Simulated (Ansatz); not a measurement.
Stepwise reaction of `[Cl][InH][Cl]` with hydrogen fluoride, as a gas-phase model of exchange steps in deposition or etching. ΔE in kJ/mol; ΔG adds harmonic PBE0-D4 terms to CCSD(T)/CBS, at 1 bar.

Computed with Ansatz on PBE0-D4/def2-TZVP structures; ΔE is electronic, products minus reactants. CBS: MP2 limit from def2 TZ/QZ plus the TZ coupled-cluster correction, frozen cores. This one scheme is used for every species. Functionals use def2-TZVPP. B3LYP here is the variant with VWN-RPA as its local correlation; programs differ in this. Elements past krypton have def2 core potentials. For In outer-core shells are correlated without core-valence functions, which leaves a few kJ/mol of doubt a bond.

```
step                                      reaction  PBE-D4  B3LYP-D4  ωB97M-V  CCSD(T)/CBS  ΔG(400 K)
   1  `[Cl][InH][Cl]` + H–F → `[F][InH][Cl]` + HCl    50.8      52.2     54.1         58.1       49.0
```

Q: Give the row of step 2, `[F][InH][Cl]` + H–F → `[F][InH][F]` + HCl. (An estimate is asked.)

A: Ansatz gave: 
| step | reaction | PBE-D4 | B3LYP-D4 | ωB97M-V | CCSD(T)/CBS | ΔG(400 K) |
| --- | --- | --- | --- | --- | --- | --- |
| 2 | `[F][InH][Cl]` + H–F → `[F][InH][F]` + HCl | 52.0 | 53.2 | 55.2 | 58.7 | 54.2 |

Q: By hand: ΔE of the 2 steps together at CCSD(T)/CBS.

A: (58.1) + (58.7) = 116.8 kJ/mol, or 58.4 kJ/mol a step.

In ΔE the steps differ by no more than 0.6 kJ/mol. All are uphill at CCSD(T)/CBS. ΔG lies between 49.0 and 54.2 kJ/mol a step. PBE-D4 differs from CCSD(T)/CBS by -7.3 to -6.7 kJ/mol a step. Isolated molecules leave out the surface, adducts and barriers. Largest T1 diagnostic: 0.017.
